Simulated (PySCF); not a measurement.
Cd(Me)(tBu), SMILES [CH3][Cd][C](C)(C)C at its GFN2-xTB optimised geometry (Å):

```
18

Cd     0.4862    -1.2512     0.0000
C      2.7201    -1.2512     0.0000
H      3.2035    -2.2037    -0.1995
H      3.0609    -0.8875     0.9717
H      3.0317    -0.5363    -0.7659
C     -1.1001     0.3211     0.0000
C     -2.5481    -0.0954     0.2581
C     -0.6476     1.2951     1.0920
C     -1.0034     1.0225    -1.3578
H     -3.2035     0.7838     0.2608
H     -2.6494    -0.5885     1.2260
H     -2.9067    -0.7748    -0.5155
H     -0.7367     0.8413     2.0839
H      0.3963     1.5974     0.9379
H     -1.2603     2.2037     1.0859
H      0.0322     1.3126    -1.5755
H     -1.3605     0.3734    -2.1615
H     -1.6124     1.9337    -1.3711
```

Level of theory: PBE0/def2-SVP, def2 effective core potentials past Kr (PySCF). The core electrons that the potentials of Cd replace are not part of the density. Cells within 0.4 Å of a nucleus heavier than hydrogen are left out (blank, or x).

Map of the electrostatic potential (hartree/e), clipped to [-0.08, 0.12] on the plane z = 0.0 Å:

```
|1111111111111111111111111111111|
|1111111111111111111111111111111|
|1111111111111111111111111111111|
|1111111111111111111111111111111|
|1111111111111111111111111111111|
|1111111111111111111111111111111|
|1111111111111111111111111111111|
|1111111111111111111111111111111|
|1111111111122111111111111111111|
|1111111111222222222211111111111|
|1111122211234543332211111111111|
|1111247532358974332211111111111|
|1111399964899995332211111111111|
|1111399999999996333211111000111|
|11112899999xxx98665321111000001|
|11111599x999x999999522232100000|
|11111499x9999999999957997200000|
|1111139999956999999999999500000|
|1111126996313999xx9999xx9910000|
|1111112332114999xx9999xx9910000|
|1111111111125999999979999910000|
|1111111111234899999824999930000|
|1111111112234699999410499931001|
|1111111122233567774210146421111|
|1111111222223445543211112211111|
|1111111222223333332211111111111|
|1111111222222333322211111111111|
|1111111222222222222211111111111|
|1111111222222222222211111111111|
|1111111122222222222211111111111|
|1111111122222222222111111111111|
```
Scale: ten equal steps from -0.023 (start of '0') to 0.120 (end of '9'), in the order '0123456789'; x runs from -5.50 to 5.50, y from -5.50 (bottom) to 5.50 (top).
